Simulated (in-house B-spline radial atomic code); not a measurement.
Radial electron density of Ga⁵⁺, [Ar] 3d8. Method: scalar-relativistic (X2C) r2SCAN0, spin-polarised, spherical fractional occupations, exact exchange averaged over the configuration, Fermi nucleus of rms radius 3.9973 fm. Calculated with a radial B-spline atomic code at the basis-set limit.

One-electron X2C: radii and densities carry no picture-change correction, so inner-shell <1/r> comes out high (for 1s by about 2 % at Z = 33, 5 % at 54, 10 % at 75, 30 % at 118) and <r> low.

Columns: r (bohr), 4πr²n(r) (electrons per bohr), bar.

```
 0.00185     1.11 #
 0.00221    1.509 ##
 0.00263     2.03 ##
 0.00314    2.733 ###
 0.00374    3.647 ####
 0.00446    4.843 #####
 0.00531    6.365 ######
 0.00633    8.303 ########
 0.00755    10.72 ###########
   0.009    13.64 ##############
  0.0107    17.02 #################
  0.0128       21 #####################
  0.0152    25.11 #########################
  0.0182    29.44 #############################
  0.0217     33.3 #################################
  0.0258    36.24 ####################################
  0.0308    37.89 ######################################
  0.0367    37.84 ######################################
  0.0437    36.22 ####################################
  0.0521    33.61 ##################################
  0.0621    31.21 ###############################
  0.0741    30.43 ##############################
  0.0883    32.26 ################################
   0.105    36.41 ####################################
   0.125    41.21 #########################################
    0.15    43.94 ############################################
   0.178    42.15 ##########################################
   0.213    35.68 ####################################
   0.253    27.73 ############################
   0.302    21.84 ######################
    0.36    20.78 #####################
   0.429    23.41 #######################
   0.512    25.93 ##########################
    0.61    24.97 #########################
   0.727    20.15 ####################
   0.867    13.51 ##############
    1.03    7.627 ########
    1.23    3.503 ####
    1.47    1.312 #
    1.75   0.4065 
    2.09  0.09578 
    2.49  0.01685
```

On this grid the curve has 3 maxima, near 0.0308, 0.15, 0.512 bohr.

The 3d down radial function P(r) = rR(r), positive near the nucleus:

```csv
r (bohr),P
0.0152,0.001273
0.0217,0.003418
0.0308,0.008828
0.0437,0.02205
0.0621,0.05286
0.0883,0.1194
0.125,0.246
0.178,0.4609
0.253,0.7507
0.36,1.037
0.512,1.174
0.727,1.053
1.03,0.7279
1.47,0.3562
2.09,0.1094
```
